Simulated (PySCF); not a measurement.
Species: C2H5NSi.
SMILES: `N#CC[SiH3]`

Level of theory: PBE0-D3(BJ)/def2-SVP geometry optimisation, gas phase (PySCF).

Masses are those of the commonest isotopes; rigid-rotor values at the optimised geometry. 

(1) What are A, B and C (cm⁻¹)?

(2) What kind of rotor is it?

(3) What does the inertial defect say?

(4) Give the coordinates in the principal-axis frame, origin at the centre of mass.

(5) List the rotational levels J(Ka,Kc) to J = 3 (cm⁻¹).

(6) Which types of transition are allowed, and where do some lines up to J = 4 fall?

Results:

(1) Ia = 26.76, Ib = 170.43, Ic = 187.99 u·Å²; 505379 MHz·u·Å²/I gives 18884, 2965 and 2688 MHz, that is A = 0.62990, B = 0.09892, C = 0.08967 cm⁻¹.

(2) A near-prolate asymmetric top: κ = (2 × 2965 − 18884 − 2688)/(18884 − 2688) = -0.97.

(3) Not planar: Δ = Ic − Ia − Ib = -9.20 u·Å². For a rigid frame Δ = −2 Σ m c², so Σ m c² = 4.60 u·Å² lies off the ab plane, practically all of it from hydrogen. The atom farthest from that plane is 1.24 Å away.

(4) The sense of each axis is arbitrary; atoms in the order of the calculation.
| atom | mass (u) | a (Å) | b (Å) | c (Å) |
| --- | --- | --- | --- | --- |
| N1 | 14.003 | -2.263 | 0.473 | -0.001 |
| C2 | 12.000 | -1.284 | -0.145 | 0.001 |
| C3 | 12.000 | -0.037 | -0.882 | -0.001 |
| Si4 | 27.977 | 1.495 | 0.257 | 0.000 |
| H5 | 1.008 | 0.004 | -1.536 | -0.887 |
| H6 | 1.008 | 0.007 | -1.534 | 0.887 |
| H7 | 1.008 | 1.455 | 1.141 | -1.199 |
| H8 | 1.008 | 2.704 | -0.617 | -0.045 |
| H9 | 1.008 | 1.505 | 1.075 | 1.245 |

(5) Above 0(0,0):
J = 1: 1(0,1) 0.1886, 1(1,1) 0.7196, 1(1,0) 0.7288
J = 2: 2(0,2) 0.5656, 2(1,2) 1.0875, 2(1,1) 1.1152, 2(2,1) 2.7082, 2(2,0) 2.7083
J = 3: 3(0,3) 1.1309, 3(1,3) 1.6393, 3(1,2) 1.6948, 3(2,2) 3.2739, 3(2,1) 3.2745, 3(3,1) 5.9520, 3(3,0) 5.9520
Those of J = 1 are B + C, A + C and A + B.

(6) The dipole components are |μa| = 3.28 D, |μb| = 1.97 D, |μc| = 0.00 D. The squared components, which scale the intensities, stand as 1.00 : 0.36 : 0.00 (a : b : c). Some of the stronger lines:

```tsv
type	branch	J(Ka,Kc)	MHz	lower level (cm⁻¹)
a	Q	4(1,3) ← 4(1,4)	2771	2.375
a	R	1(0,1) ← 0(0,0)	5654	0.000
b	R	4(0,4) ← 3(1,3)	7338	1.639
a	R	2(1,2) ← 1(1,1)	11030	0.720
a	R	2(0,2) ← 1(0,1)	11304	0.189
b	Q	1(1,0) ← 1(0,1)	16195	0.189
b	Q	2(1,1) ← 2(0,2)	16476	0.566
b	Q	3(1,2) ← 3(0,3)	16904	1.131
b	Q	4(1,3) ← 4(0,4)	17487	1.884
b	R	1(1,1) ← 0(0,0)	21572	0.000
a	R	4(1,4) ← 3(1,3)	22054	1.639
a	R	4(0,4) ← 3(0,3)	22579	1.131
a	R	4(3,1) ← 3(3,0)	22622	5.952
a	R	4(2,2) ← 3(2,1)	22648	3.275
a	R	4(1,3) ← 3(1,2)	23162	1.695
b	R	3(1,3) ← 2(0,2)	32188	0.566
b	R	4(1,4) ← 3(0,3)	37295	1.131
b	Q	4(2,2) ← 4(1,3)	46846	2.467
b	Q	2(2,0) ← 2(1,1)	47759	1.115
b	Q	2(2,1) ← 2(1,2)	48586	1.088
b	R	2(2,0) ← 1(1,1)	59620	0.720
b	R	3(2,2) ← 2(1,1)	64716	1.115
b	R	4(2,3) ← 3(1,2)	69954	1.695
b	R	4(2,2) ← 3(1,3)	71670	1.639
b	Q	4(4,0) ← 4(3,1)	112392	6.707
b	R	4(4,1) ← 3(3,0)	135014	5.952
```

No PBE0-D3(BJ)/def2-SVP frequencies stand behind this structure, so it isn't proved a minimum. Constants of a rigid frame at the computed geometry: no zero-point averaging, no centrifugal distortion. A rigid rotor knows nothing of internal rotation, which can split or shift real lines. Quadrupole hyperfine structure (14N) is left out.
